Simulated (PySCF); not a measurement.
# Core-level binding energies of (H2Al-mu-SH)3

Species: (H2Al-mu-SH)3.
Structure used (PBE0-D3(BJ)/def2-SVP), in Å, numbered top down from 1:
```
atom  x, y, z in Å
Al1   -0.304    1.341   -1.919
H2    -1.730    0.785   -2.322
H3     0.557    2.379   -2.756
S4    -0.391    2.161    0.315
Al5   -1.312    0.260    1.391
H6    -1.915   -0.703    0.283
H7    -2.073    0.747    2.695
S8     0.811   -0.579    2.030
Al9    1.239   -2.006    0.166
H10    2.773   -2.401    0.237
H11    0.026   -3.011    0.012
S12    1.151   -0.502   -1.654
H13   -1.546    2.856    0.197
H14    0.355   -1.547    2.858
H15    2.325    0.145   -1.490
```

Method: delta-SCF UKS SCAN, pcX-2 on the ionised atom, pcseg-1 elsewhere, spin-free X2C in PySCF 2.14.0. Vertical ΔSCF values, vacuum level as zero.

List the computed XPS lines with their assignment.

| atom(s) | environment | level | binding energy (eV) | count |
| --- | --- | --- | --- | --- |
| S4/S8 | sulfur bonded to 2 Al and H | S 1s | 2477.75 | 2 |
| Al1/Al9 | aluminium bonded to 2 S and 2 H | Al 1s | 1566.75 | 2 |

Which photon energy gives electrons from Al 1s of Al1/Al9 a kinetic energy of 100 eV, and what is their de Broglie wavelength?

hν = 1566.75 + 100 = 1666.75 eV, recoil neglected; λ = 12.264 Å/√(E/eV) = 1.23 Å.

Topologically equivalent atoms share the value of their first member; where this conformer doesn't relate them by symmetry, their own values could differ. The list is incomplete; no value stands for Al 1s of Al5 or S 1s of S12. Isolated species at its PBE0-D3(BJ)/def2-SVP geometry (one conformer only).
